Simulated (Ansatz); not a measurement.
Ansatz (a program for electronic structure) input:
A basis named .json is the Basis Set Exchange file of that set.

Ansatz 0.2 input:
```yaml
crystal:
  periodic: [false, false, false]
  atoms:
    - {symbol: W, position_ang: [0.03710101, 0.05296509, 0.04995165]}
    - {symbol: O, position_ang: [1.51758210, -0.55095755, -0.55741779]}
    - {symbol: O, position_ang: [-0.51686346, -0.91891025, 1.34379327]}
    - {symbol: F, position_ang: [-1.19458044, 0.87105840, -1.10971402]}
basis:
  gaussian:
    orbitals: def2-QZVPP.json
    fitting: {mean_field: def2-universal-jkfit, correlation: def2-QZVPP-RIFIT.json}
magnetization: {spin_polarized: true, initial_magnetization: 1}
correlation: {method: mp2, electrons: outside_noble_gas}
```

### Question
What final total energy does it print?

### Answer
-316.80676 Eh (RI-MP2/def2-QZVPP). The basis has 252 functions.

The spin state was set by rule; other spins were not relaxed.

The determinant is spin-contaminated: <S^2> is 0.95 against 0.75 for a pure state.
